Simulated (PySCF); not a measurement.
## Atomic charges by several schemes

Compound: C3H10O3SSi.
Numbering: `[CH3:1][CH2:2][S:3](=[O:4])(=[O:5])[CH2:6][SiH2:7][OH:8]` (hydrogens: H9, H10, H11 on C1; H12, H13 on C2; H14, H15 on C6; H16, H17 on Si7; H18 on O8)

Geometry (GFN2-xTB, Å), atoms numbered from 1 in this order:
```
atom  x, y, z in Å
C1    -2.498   -0.849   -0.554
C2    -2.009    0.575   -0.435
S3    -0.334    0.606    0.304
O4     0.010    1.986    0.531
O5    -0.330   -0.268    1.447
C6     0.781   -0.056   -0.920
Si7    2.465    0.114   -0.076
O8     3.447   -0.475   -1.237
H9    -1.957   -1.385   -1.331
H10   -3.559   -0.877   -0.793
H11   -2.337   -1.355    0.395
H12   -2.621    1.162    0.244
H13   -1.934    1.089   -1.390
H14    0.678    0.543   -1.815
H15    0.491   -1.081   -1.111
H16    2.526   -0.719    1.122
H17    2.780    1.511    0.204
H18    4.392   -0.514   -1.125
```

Density: PBE0/pcSseg-1 (PySCF); schemes: Mulliken, IAO, Hirshfeld and ESP-fitted. Isolated species at its GFN2-xTB geometry (one conformer only).

Task: Atoms with like bonding are taken together and averaged. Do the Mulliken, IAO, Hirshfeld and ESP-fitted schemes agree on where the charge is lowest?

Result: The schemes don't all agree: Mulliken C6 (-0.608); IAO O4/O5 (-0.906); Hirshfeld O4/O5 (-0.317); ESP-fitted O8 (-0.720).

Task: At which atom do the 4 schemes differ most?

Result: At S3: from +0.513 (Hirshfeld) to +1.987 e (IAO), 1.474 e apart.

Task: Which atoms carry the highest charge in the Mulliken, IAO, Hirshfeld and ESP-fitted schemes?

Result: All schemes agree: Mulliken S3 (+0.864); IAO S3 (+1.987); Hirshfeld S3 (+0.513); ESP-fitted S3 (+0.913).

Task: What partial charge does each atom carry?

Result: In e; atoms taken as equivalent share a row and are averaged (×n: the atom named and its like, n in all):

```json
{"atom": "C1", "environment": "methyl carbon", "Mulliken": "-0.298", "IAO": "-0.430", "Hirshfeld": "-0.119", "ESP-fitted": "-0.190"}
{"atom": "C2", "environment": "sp3 carbon bound to sulfur", "Mulliken": "-0.341", "IAO": "-0.446", "Hirshfeld": "-0.072", "ESP-fitted": "-0.140"}
{"atom": "S3", "environment": "sulfonyl sulfur", "Mulliken": "+0.864", "IAO": "+1.987", "Hirshfeld": "+0.513", "ESP-fitted": "+0.913"}
{"atom": "O4/O5", "environment": "sulfonyl oxygen", "Mulliken": "-0.539", "IAO": "-0.906", "Hirshfeld": "-0.317", "ESP-fitted": "-0.525"}
{"atom": "C6", "environment": "sp3 carbon bound to sulfur", "Mulliken": "-0.608", "IAO": "-0.777", "Hirshfeld": "-0.169", "ESP-fitted": "-0.546"}
{"atom": "Si7", "environment": "oxygen-bound silicon", "Mulliken": "+0.831", "IAO": "+1.030", "Hirshfeld": "+0.398", "ESP-fitted": "+0.701"}
{"atom": "O8", "environment": "silanol oxygen", "Mulliken": "-0.558", "IAO": "-0.797", "Hirshfeld": "-0.314", "ESP-fitted": "-0.720"}
{"atom": "H9/H10/H11", "environment": "methyl hydrogen", "Mulliken": "+0.136", "IAO": "+0.154", "Hirshfeld": "+0.046", "ESP-fitted": "+0.069"}
{"atom": "H12/H13", "environment": "methylene hydrogen", "Mulliken": "+0.164", "IAO": "+0.167", "Hirshfeld": "+0.057", "ESP-fitted": "+0.096"}
{"atom": "H14/H15", "environment": "methylene hydrogen", "Mulliken": "+0.185", "IAO": "+0.180", "Hirshfeld": "+0.060", "ESP-fitted": "+0.212"}
{"atom": "H16/H17", "environment": "Si–H hydrogen", "Mulliken": "-0.082", "IAO": "-0.140", "Hirshfeld": "-0.079", "ESP-fitted": "-0.116"}
{"atom": "H18", "environment": "hydroxyl hydrogen", "Mulliken": "+0.248", "IAO": "+0.367", "Hirshfeld": "+0.181", "ESP-fitted": "+0.444"}
```

Mean size of the charges over all atoms: IAO 0.505 e, Mulliken 0.339 e, ESP-fitted 0.320 e, Hirshfeld 0.163 e. Each set sums to the total charge, 0, to within 0.001 e. The Hirshfeld scheme weights the molecular density at each point by an atom's share of the summed free-atom densities. The ESP scheme is a least-squares fit of atom-centred charges to the potential on four shells outside the van der Waals surface, with the total charge fixed.

Some averages cover members that differ in this geometry: H12/H13, ESP-fitted +0.070 to +0.121; O4/O5, ESP-fitted -0.546 to -0.504; H9/H10/H11, ESP-fitted +0.047 to +0.087; H9/H10/H11, Mulliken +0.120 to +0.151 e.

Task: How many electrons does the Mulliken scheme count on Si7?

Result: Z − q = 14 − (+0.831) = 13.169.

Task: Sum the charges by element, for elements with more than one atom.

Result: 
| element | atoms | Mulliken | IAO | Hirshfeld | ESP-fitted |
| --- | --- | --- | --- | --- | --- |
| C | 3 | -1.247 | -1.654 | -0.360 | -0.876 |
| O | 3 | -1.636 | -2.608 | -0.947 | -1.770 |
| H | 10 | +1.189 | +1.245 | +0.395 | +1.033 |

Task: How closely do the schemes follow one another over all atoms?

Result: Correlation coefficient and root-mean-square difference: Hirshfeld with ESP-fitted 0.98, 0.208 e; IAO with Hirshfeld 0.98, 0.485 e; Mulliken with ESP-fitted 0.97, 0.097 e; Mulliken with Hirshfeld 0.97, 0.217 e; Mulliken with IAO 0.97, 0.308 e; IAO with ESP-fitted 0.96, 0.317 e.
